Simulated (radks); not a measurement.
Task: Excited configurations of Zr: one electron is placed in a higher orbital outside [Kr] 4d2 5s1. The ground configuration is [Kr] 4d2 5s2. Calculated with a radial shooting solver on a logarithmic mesh with Libxc functionals: non-relativistic Kohn-Sham, r2SCAN, spin-unpolarised, spherical densities, point nucleus; meta-GGA in the generalised Kohn-Sham scheme; relativity is left out, which matters for an element this heavy. Excitation = E - E(ground); binding = E(ion) - E, where the ion is the core of charge +1; n* = 1/sqrt(2 binding) in atomic units, and the quantum defect is n - n*.

| outer orbital | excitation (eV) | binding (eV) | n* | quantum defect | eigenvalue (eV) | <r> (bohr) |
|---|---|---|---|---|---|---|
| 4f | 6.120 | 0.849 | 4.003 | -0.003 | -0.382 | 18.15 |
| 5p | 2.975 | 3.993 | 1.846 | 3.154 | -2.027 | 4.945 |
| 6s | 4.793 | 2.175 | 2.501 | 3.499 | -1.308 | 9.753 |
| 6p | 5.374 | 1.594 | 2.921 | 3.079 | -0.926 | 12.37 |
| 6d | 6.083 | 0.885 | 3.920 | 2.080 | -0.489 | 20.91 |
| 7p | 6.057 | 0.911 | 3.864 | 3.136 | -0.575 | 22.56 |

Estimate the row for 7s.

Result: excitation (eV) 5.837; binding (eV) 1.132; n* 3.467; quantum defect 3.533; eigenvalue (eV) -0.710; <r> (bohr) 18.67. The Delta-SCF ionisation energy is 6.969 eV (NIST Atomic Spectra Database: 6.634 eV, measured). Self-interaction in the functional shifts the binding energies and quantum defects, so they are the method's values and not measured ones. Relativity is left out here, which matters for elements this heavy. Spin polarisation and multiplet splitting are left out, so open shells lie too high by an amount that depends on their filling.

Beside tabulated values, note that spin-unpolarised runs miss the spin-polarisation part of the exchange energy of open shells.
